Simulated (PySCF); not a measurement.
Compound: [WSCl4]- (charge -1 and doublet state).
Bonds: W1–S2, W1–Cl3, W1–Cl4, W1–Cl5, W1–Cl6.

A GFN2-xTB structure was refined with PySCF 2.14.0, PBE0-D3(BJ)/def2-SVP geometry optimisation, gas phase, def2 core potentials past Kr. Its GFN2-xTB values:

```csv
coordinate,GFN2-xTB
W1–S2,2.168 Å
W1–Cl3,2.237 Å
S2–W1–Cl3,112.0°
Cl3–W1–Cl4,81.4°
Cl3–W1–Cl5,141.3°
Cl4–W1–Cl6,142.8°
```

How do these coordinates change at the PBE0-D3(BJ)/def2-SVP level?

```json
{"coordinate": "W1–Cl3", "PBE0-D3(BJ)/def2-SVP (Å or °)": "2.359", "change": "+0.122"}
{"coordinate": "W1–S2", "PBE0-D3(BJ)/def2-SVP (Å or °)": "2.118", "change": "-0.050"}
{"coordinate": "S2–W1–Cl3", "PBE0-D3(BJ)/def2-SVP (Å or °)": "106.8", "change": "-5.2"}
{"coordinate": "Cl3–W1–Cl5", "PBE0-D3(BJ)/def2-SVP (Å or °)": "146.5", "change": "+5.2"}
{"coordinate": "Cl3–W1–Cl4", "PBE0-D3(BJ)/def2-SVP (Å or °)": "85.2", "change": "+3.8"}
{"coordinate": "Cl4–W1–Cl6", "PBE0-D3(BJ)/def2-SVP (Å or °)": "146.3", "change": "+3.5"}
```

The energy falls by 7.3 kcal/mol over 6 energy and gradient evaluations, the largest force component goes from 0.0503 to 5.6e-05 Eh/bohr, and the atoms move by 0.085 Å rms after alignment. The bond that changes most is W1–Cl3 (ends: tungsten bonded to 4 Cl and S; chlorine bonded to W), which lengthens by 0.122 Å. Bonds longer at the end by more than 0.005 Å: 2 of 5; shorter: 3. Rotational constants go from 905.7, 875.6, 740.1 to 898.2, 897.5, 708.5 MHz.

The run used 122 basis functions and 45 SCF cycles in all. Hardware: Arm Neoverse V2, one thread, no GPU (shared host).

Stationary, but not proved a minimum. ⟨S²⟩ = 0.762 (exact for a doublet: 0.75). The geometry's basis has no diffuse functions, a weakness for an anion.
